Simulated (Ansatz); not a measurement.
System: CH2O3, charge 0, multiplicity 1. 
Geometry from a B3LYP-D3(BJ)/def2-TZVP (Ansatz, an electronic-structure program) optimisation:
SMILES: O=C(O)O
```xyz
6

O      1.1151    -0.6315     0.0422
C     -0.0043     0.1007    -0.0098
O     -0.0547     1.2964    -0.1267
O     -1.0581    -0.7186     0.0897
H      1.8553    -0.0133    -0.0319
H     -1.8479    -0.1617     0.0490
```

Q: Give the harmonic wavenumbers at B3LYP-D3(BJ)/def2-TZVP (Ansatz, finite differences of forces, unscaled).

A: 528, 548, 599, 603, 802, 979, 1151, 1289, 1459, 1826, 3777, 3780 cm⁻¹. Zero-point energy 24.8 kcal/mol.

Q: From these and the geometry, give the ideal-gas thermochemistry at 298.15 K and 1 atm (rigid rotor, harmonic oscillator).

A: Point group C2v, rotational symmetry number 2. Rotational constants 12.01, 11.29, 5.818 GHz. S(trans) 38.29, S(rot) 22.15, S(vib) 2.44, S(elec, spin only) 0.00, S 62.9 cal/(mol K). H(298) - H(0) 2.92 kcal/mol; G - E(el) 9.0 kcal/mol.
